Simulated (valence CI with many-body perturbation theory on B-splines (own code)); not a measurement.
# Forbidden lines of Os35+

Level of theory: valence CI with perturbative core correlation (CI+MBPT): five valence electrons over a frozen Dirac-Fock core [Kr], radial functions for each j: 7 s, 7 p, 8 d, 6 f, 4 g, 1 h, with the one-electron correlation potential Σ1, the two-electron term Σ2, the three-electron term Σ3, Breit, model QED; selected CI, second order for the rest (own B-spline code, finite nucleus).

No measured spectrum was set against this ion. As an estimate, large intervals hold to a few tenths of a per cent, small ones and those within an open d or f shell to about a per cent. Only levels of the ground parity were solved; by the run's estimate the other parity begins above the list, which can be wrong where configurations are misplaced.

Lines 51 to 100 of 120 in falling wavelength, among levels below 88.847 eV, chosen from the decays that carry over 1 % of a level's rate. Wavelengths and rates use the calculated energies. Electric multipoles are in the length gauge, E1 and E2 with the static RPA response of the core. Weak lines are less certain than strong ones. Lines between different terms over intervals too small for the method are left out, as are lines whose strength nearly cancels.

Levels are named by their leading jj configuration (3d3/2^4 stands for four electrons in 3d with j = 3/2), which in mixed levels can hold well under half, so a name can repeat and another be missing. Letters in brackets count levels of one name in rising energy.

```csv
λ vac (Å),Upper,Lower,Type,A (s⁻¹),Branch %
635.8,(4d3/2^2 4d5/2^3) J=9/2 [a],(4d3/2^3 4d5/2^2) J=7/2 [a],M1,3.07e+04,52.9
624.1,(4d3/2 4d5/2^4) J=7/2 [a],(4d3/2^2 4d5/2^3) J=5/2 [b],M1,3.00e+04,16.2
623.4,(4d3/2^2 4d5/2^3) J=5/2 [a],(4d3/2^3 4d5/2^2) J=5/2 [a],M1,1.48e+05,91.1
619.3,(4d3/2^2 4d5/2^3) J=5/2 [c],(4d3/2^3 4d5/2^2) J=7/2 [b],M1,3.22e+04,28.1
618.5,(4d3/2^3 4d5/2^2) J=7/2 [a],(4d3/2^4 4d5/2) J=5/2,M1,3.54e+04,98.3
616.9,(4d3/2^2 4d5/2^3) J=1/2 [a],(4d3/2^3 4d5/2^2) J=3/2 [a],M1,6.86e+04,64.1
612.8,(4d3/2^2 4d5/2^3) J=13/2,(4d3/2^3 4d5/2^2) J=11/2,M1,1.21e+04,99.5
602.5,(4d3/2^3 4d5/2^2) J=3/2 [a],(4d3/2^4 4d5/2) J=5/2,M1,8.72e+04,100.0
592.5,(4d3/2 4d5/2^4) J=5/2 [b],(4d3/2^2 4d5/2^3) J=7/2 [a],M1,1.11e+04,6.3
590.1,(4d3/2^2 4d5/2^3) J=3/2 [a],(4d3/2^3 4d5/2^2) J=3/2 [a],M1,7.64e+04,45.8
579.2,(4d3/2^2 4d5/2^3) J=7/2 [b],(4d3/2^3 4d5/2^2) J=5/2 [b],M1,1.67e+03,5.2
578.8,(4d3/2^2 4d5/2^3) J=3/2 [b],(4d3/2^3 4d5/2^2) J=1/2,M1,7.96e+03,17.1
578.1,(4d3/2^2 4d5/2^3) J=5/2 [b],(4d3/2^3 4d5/2^2) J=3/2 [a],M1,1.27e+04,14.3
577.4,(4d3/2 4d5/2^4) J=3/2 [a],(4d3/2^2 4d5/2^3) J=3/2 [a],M1,9.22e+04,39.5
570.8,(4d3/2 4d5/2^4) J=11/2,(4d3/2^2 4d5/2^3) J=13/2,M1,2.09e+04,13.7
568.7,(4d3/2^2 4d5/2^3) J=9/2 [b],(4d3/2^3 4d5/2^2) J=9/2,M1,6.43e+04,56.1
565.4,(4d3/2^2 4d5/2^3) J=5/2 [c],(4d3/2^3 4d5/2^2) J=5/2 [b],M1,2.23e+03,1.9
564.1,(4d3/2^2 4d5/2^3) J=5/2 [b],(4d3/2^3 4d5/2^2) J=7/2 [a],M1,2.80e+04,31.5
554.9,(4d3/2 4d5/2^4) J=7/2 [a],(4d3/2^2 4d5/2^3) J=9/2 [a],M1,6.34e+04,34.2
553.5,(4d3/2^2 4d5/2^3) J=3/2 [b],(4d3/2^3 4d5/2^2) J=5/2 [b],M1,1.85e+04,39.9
550.5,(4d3/2^2 4d5/2^3) J=7/2 [b],(4d3/2^3 4d5/2^2) J=9/2,M1,1.76e+04,54.4
550.3,(4d3/2 4d5/2^4) J=5/2 [a],(4d3/2^2 4d5/2^3) J=5/2 [a],M1,8.71e+04,49.4
546.9,(4d3/2^3 4d5/2^2) J=9/2,(4d3/2^4 4d5/2) J=5/2,E2,1.42e+01,10.4
543.5,(4d3/2^2 4d5/2^3) J=7/2 [c],(4d3/2^3 4d5/2^2) J=7/2 [b],M1,2.46e+04,38.1
538.7,(4d3/2^2 4d5/2^3) J=7/2 [a],(4d3/2^3 4d5/2^2) J=5/2 [a],M1,2.04e+04,23.8
529.3,(4d3/2^2 4d5/2^3) J=9/2 [b],(4d3/2^3 4d5/2^2) J=11/2,M1,2.16e+04,18.9
528.9,(4d3/2^2 4d5/2^3) J=1/2 [b],(4d3/2^3 4d5/2^2) J=1/2,M1,3.59e+04,38.3
528.5,(4d3/2 4d5/2^4) J=11/2,(4d3/2^2 4d5/2^3) J=9/2 [a],M1,2.71e+04,17.8
524.7,(4d3/2 4d5/2^4) J=7/2 [a],(4d3/2^2 4d5/2^3) J=7/2 [a],M1,5.51e+04,29.7
521.2,(4d3/2^3 4d5/2^2) J=5/2 [b],(4d3/2^4 4d5/2) J=5/2,M1,1.23e+03,25.8
521.2,(4d3/2^3 4d5/2^2) J=5/2 [b],(4d3/2^4 4d5/2) J=5/2,E2,8.62e+01,1.8
515.4,(4d3/2 4d5/2^4) J=5/2 [b],(4d3/2^2 4d5/2^3) J=5/2 [a],M1,1.19e+05,67.5
515.0,(4d3/2 4d5/2^4) J=11/2,(4d3/2^2 4d5/2^3) J=11/2,M1,9.00e+04,59.2
507.5,(4d3/2^2 4d5/2^3) J=9/2 [b],(4d3/2^3 4d5/2^2) J=7/2 [a],M1,1.88e+04,16.4
501.5,(4d3/2^2 4d5/2^3) J=7/2 [c],(4d3/2^3 4d5/2^2) J=5/2 [b],M1,1.23e+04,19.1
500.6,(4d3/2^3 4d5/2^2) J=1/2,(4d3/2^4 4d5/2) J=5/2,E2,4.66e+01,4.6
493.2,(4d3/2^2 4d5/2^3) J=5/2 [c],(4d3/2^3 4d5/2^2) J=3/2 [a],M1,1.84e+04,16.0
493.0,(4d3/2^2 4d5/2^3) J=7/2 [b],(4d3/2^3 4d5/2^2) J=7/2 [a],M1,1.26e+03,3.9
484.1,(4d3/2^2 4d5/2^3) J=3/2 [b],(4d3/2^3 4d5/2^2) J=3/2 [a],M1,1.54e+04,33.1
483.9,(4d3/2^2 4d5/2^3) J=3/2 [c],(4d3/2^3 4d5/2^2) J=3/2 [b],M1,1.51e+04,38.6
483.0,(4d3/2^2 4d5/2^3) J=5/2 [c],(4d3/2^3 4d5/2^2) J=7/2 [a],M1,4.30e+04,37.5
482.5,(4d3/2^3 4d5/2^2) J=7/2 [b],(4d3/2^4 4d5/2) J=5/2,M1,2.23e+03,89.8
479.8,(4d3/2^2 4d5/2^3) J=7/2 [c],(4d3/2^3 4d5/2^2) J=9/2,M1,2.59e+04,40.1
477.1,(4d3/2^2 4d5/2^3) J=9/2 [c],(4d3/2^3 4d5/2^2) J=7/2 [b],M1,2.62e+04,71.5
475.3,(4d3/2 4d5/2^4) J=5/2 [a],(4d3/2^3 4d5/2^2) J=3/2 [b],M1,1.15e+04,6.5
470.6,(4d3/2^2 4d5/2^3) J=3/2 [a],(4d3/2^3 4d5/2^2) J=5/2 [a],M1,5.31e+04,31.8
463.3,(4d3/2 4d5/2^4) J=7/2 [a],(4d3/2^2 4d5/2^3) J=5/2 [a],M1,7.92e+03,4.3
449.0,(4d3/2 4d5/2^4) J=5/2 [b],(4d3/2^3 4d5/2^2) J=3/2 [b],M1,1.30e+04,7.4
448.7,(4d3/2^2 4d5/2^3) J=1/2 [b],(4d3/2^3 4d5/2^2) J=3/2 [a],M1,5.47e+04,58.3
414.0,(4d3/2^2 4d5/2^3) J=7/2 [b],(4d3/2^3 4d5/2^2) J=5/2 [a],M1,3.96e+02,1.2
```
